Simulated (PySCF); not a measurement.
Compound: CH7B3O4Si.
Atom-mapped SMILES: `[CH3:1][B:2]1[O:3][BH:4][O:5][B:6]([O:7][SiH3:8])[O:9]1` (hydrogens: H10, H11, H12 on C1; H13 on B4; H14, H15, H16 on Si8)

Cartesian coordinates in Å at the PBE0-D3(BJ)/def2-SVP level; atoms count from 1:
```
atom  x, y, z in Å
C1    -2.4374    0.9010    1.3355
B2    -1.6287    0.2021    0.1994
O3    -2.2469   -0.2271   -0.9578
B4    -1.5387   -0.8102   -1.9745
O5    -0.1887   -0.9779   -1.8521
B6     0.4571   -0.5659   -0.7098
O7     1.7876   -0.7376   -0.5902
Si8    2.8080   -0.3205    0.6793
O9    -0.2671    0.0205    0.3074
H10   -3.4979    0.6143    1.3273
H11   -2.3951    1.9930    1.1751
H12   -2.0041    0.7101    2.3276
H13   -2.1033   -1.1743   -2.9726
H14    2.7698    1.1527    0.9031
H15    2.4021   -1.0373    1.9217
H16    4.1751   -0.7404    0.2726
```

Jobs on this species (16 atoms, 74 electrons) with PySCF (density fitting). Hardware of each: Arm Neoverse V2, one thread (shared host). The host was shared with other jobs, so the times are rough.

Task: Rank these jobs by wall time, shortest first.
A. PBE0-D3(BJ)/def2-SVP, grid level 1; geometry optimisation from a GFN2-xTB start; 165 basis functions
B. PBE0/def2-SVPD; 10 singlets by full TDDFT, 4 Tamm–Dancoff triplets, polarisability, ΔSCF ions; 252 basis functions
C. wB97X-D/pcSseg-1; shieldings, ring-centre shieldings; 195 basis functions

Result: C (38 s), A (3.7 min), B (6.8 min).

All jobs:

| level and settings | work | basis functions | SCF cycles | wall time |
| --- | --- | --- | --- | --- |
| PBE0/pcSseg-1 | shieldings, ring-centre shieldings, charges and field gradients | 195 | 14 | 30 s |
| wB97X-D/pcSseg-1 | shieldings, ring-centre shieldings | 195 | 14 | 38 s |
| PBE0-D3(BJ)/def2-SVP, grid level 1 | geometry optimisation from a GFN2-xTB start | 165 | 113 | 3.7 min |
| PBE0/def2-SVPD | 10 singlets by full TDDFT, 4 Tamm–Dancoff triplets, polarisability, ΔSCF ions | 252 | 14 | 6.8 min |

Task: What do all jobs in the table cost together?

Result: About 12 min; the longest takes about 58 % of that, and about 14 times as long as the shortest.
